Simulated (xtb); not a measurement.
F2OS, charge -1, doublet, at a GFN2-xTB geometry (a state made from the parent by changing its charge; the spin is typed, not shown lowest). Base run: xtb with GFN0-xTB.

xtb was given this input:
```
$ xtb mol.xyz --gfn 0 --chrg -1 --uhf 1 --json

# file mol.xyz
4

O      1.30256338    -0.09150231    -0.17980136
S     -0.13768958     0.00967240     0.01900620
F     -0.34190385     1.86544885    -0.03962579
F     -0.57114878    -1.80130884     0.16566043
```

Each row names what was changed in the base input (with any setting that the change needs).

| change | ΔE vs base (mEh) |
|---|---|
| base | 0.000 |
| etemp = 5000 | -3.870 |
| etemp = 1000 | 0.000 |
| acc = 0.0001 | 0.000 |
| etemp = 10000 | -37.927 |
